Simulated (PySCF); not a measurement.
All of these have the formula C7H7F. Computed, not measured: PySCF, TDDFT CAM-B3LYP/def2-SVPD, vertical, gas phase, core orbitals frozen in the response. Geometries: GFN2-xTB; one conformer of each isolated species. Triplets are in the Tamm–Dancoff approximation. 'Strongest' means the level of largest summed f among the lowest 8 singlets; it needn't be the same kind of state in each.

Problem. Rank by computed HOMO–LUMO gap, highest first.
A. `C#C[C@]1(CF)[C@@H]2C[C@@H]21`
B. `C#CC[C@@](C)(F)C#C`
C. `C=CC#C/C=C/CF`
D. `C=C(F)C(=C)C#CC`

Solution. B (10.64 eV), A (10.47 eV), D (7.73 eV), C (7.17 eV).

```tsv
SMILES	gap (eV)	T1 (eV)	first f ≥ 0.01 (nm)	f (S1)	LUMO (eV)	f (strongest)	S1 mainly
C#CC[C@@](C)(F)C#C	10.64	5.37	159	0.000	1.29	0.02	H→L+1 (40%)
C#C[C@]1(CF)[C@@H]2C[C@@H]21	10.47	5.40	183	0.000	1.49	0.05	H→L+1 (48%)
C=C(F)C(=C)C#CC	7.73	3.00	232	0.163	-0.30	0.33	H-2→L (47%) in one of a degenerate set
C=CC#C/C=C/CF	7.17	2.78	265	0.608	-0.62	0.61	H→L (91%)
```

H and L stand for HOMO and LUMO.
